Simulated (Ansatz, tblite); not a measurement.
Cost and result up the ladder for Si₂₁H₃₀ (51 atoms). The state is a singlet with charge 0. Geometry: r2SCAN-D4/def2-SVP.

```xyz
51

Si    1.0141    4.0820   -1.7740
Si   -4.2097    0.1472   -0.1363
Si   -2.1472    3.2021    0.2351
Si   -0.4784    0.6486   -1.8573
Si   -0.6805   -2.3953    0.5946
Si    1.6157    0.5198   -0.6730
Si   -1.1958   -0.4373    1.8896
Si    2.5883   -2.7569   -1.9479
Si    2.7617   -2.6814    1.7713
Si    1.1067    3.0896    1.9009
Si   -2.6254   -0.3742   -1.8013
Si    0.2864   -2.9820   -1.4994
Si   -1.0362    2.9441   -1.8201
Si    3.0720   -0.4705   -2.2252
Si    2.1481    2.7739   -0.1904
Si   -4.3677    2.4815    0.0088
Si   -3.5393   -0.6340    1.9772
Si   -0.9549    1.9362    1.8346
Si    0.6456   -3.6551    2.0740
Si    2.4419   -0.3843    1.3638
Si    3.8003   -3.5987   -0.1227
H     0.8831    5.5155   -1.3636
H     1.6917    4.0108   -3.1082
H    -5.5022   -0.4687   -0.5867
H    -2.0754    4.6254    0.7076
H    -0.0308    0.3357   -3.2601
H    -2.0285   -3.0564    0.4875
H    -0.6313   -0.7726    3.2416
H     2.8527   -3.5560   -3.1909
H     3.6311   -2.7889    2.9896
H     0.7301    4.5292    2.0932
H     1.9844    2.6869    3.0423
H    -3.1643    0.2215   -3.0727
H    -2.6088   -1.8556   -1.9937
H    -0.4492   -2.4216   -2.6727
H    -0.0054   -4.4565   -1.4668
H    -1.9251    3.3010   -2.9737
H     2.8096   -0.0154   -3.6259
H     4.5012   -0.1858   -1.8770
H     3.6289    2.9941   -0.1316
H    -4.9807    3.0698   -1.2250
H    -5.1863    2.8860    1.1959
H    -4.1285    0.2337    3.0475
H    -3.9726   -2.0478    2.2060
H    -1.6362    2.2086    3.1500
H     0.1886   -3.5215    3.4923
H     0.6631   -5.1054    1.6989
H     1.7298    0.2066    2.5389
H     3.8089    0.2424    1.3403
H     3.7410   -5.0949   -0.0889
H     5.2351   -3.1753   -0.1966
```

Ansatz on 2 threads of AMD EPYC 7R13 on a shared host and a share (18 GiB) of an NVIDIA H100 80GB HBM3; xTB runs through tblite on one thread. Times are rough, summed over both states, and most runs start from the orbitals of an earlier one. ωB97X-V/def2-SVP serves as the yardstick here, not as an exact answer. The other state is a doublet.

The xTB rows come from tblite. Single mean-field runs in def2-SVP are fitted with def2-universal-jkfit. HOMO above LUMO, or a gap near zero within one spin, warns that the state may not be the lowest or that an electron is smeared out.

Raw xTB energies of ions are shifted by several eV.

```json
{"level": "GFN1-xTB", "functions": "249", "wall time": "0.87 s"}
{"level": "GFN2-xTB", "functions": "219", "wall time": "1.2 s"}
{"level": "HF/def2-SVP (with forces)", "functions": "528", "wall time": "14 s"}
{"level": "PBE-D4/def2-SVP", "functions": "528", "wall time": "14 s"}
{"level": "r2SCAN-D4/def2-SVP", "functions": "528", "wall time": "17 s"}
{"level": "r2SCAN0-D4/def2-SVP", "functions": "528", "wall time": "20 s"}
{"level": "PBE0-D4/def2-SVP (with forces)", "functions": "528", "wall time": "21 s"}
{"level": "ωB97X-V/def2-SVP", "functions": "528", "wall time": "37 s"}
```

Question: Estimate what each level gives for the vertical IE (eV).

Answer: 
```csv
level,vertical IE (eV),difference from ωB97X-V/def2-SVP (eV),remarks
GFN1-xTB,12.32,3.71,–
GFN2-xTB,10.10,1.49,–
HF/def2-SVP (with forces),8.06,-0.55,–
PBE-D4/def2-SVP,7.74,-0.87,gap within one spin near zero (+1 doublet)
r2SCAN-D4/def2-SVP,7.94,-0.67,gap within one spin near zero (+1 doublet)
r2SCAN0-D4/def2-SVP,8.31,-0.30,–
PBE0-D4/def2-SVP (with forces),8.22,-0.39,–
ωB97X-V/def2-SVP,8.61,0.00,–
```
